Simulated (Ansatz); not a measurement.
System: SnBr2 (charge 0, singlet). 
Structure (B3LYP-D3(BJ)/def2-TZVP (Ansatz, a quantum-chemistry and plane-wave program) minimum search):
```
Sn
Br 1 2.5459
Br 1 2.5459 2 99.79
```
Charge 0, spin multiplicity 1.

Property: vertical ionisation energy (to the doublet state of charge +1; each state is the SCF solution reached for its spin), in eV. Valence correlation only, unless marked. Open shells are spin-unrestricted. Spin-orbit coupling is left out. Frozen are the shells of the preceding noble gas and the d and f shells that filled before the atom's block. In def2 rows, elements after Kr have scalar-relativistic effective core potentials. Basis-set limits of correlation are two-point, X^-3; Hartree-Fock from the larger set. [CCSD(T)-MP2]/basis is that difference in the basis named.

```tsv
level	program	vertical ionisation energy (eV)
HF/def2-SVPD	Ansatz	9.18
```

Problem. Estimate the value at RI-MP2/CBS(def2-TZVPPD,def2-QZVPPD)+[CCSD(T)-MP2]/def2-TZVPPD as computed with Ansatz.

Solution. 9.77 eV
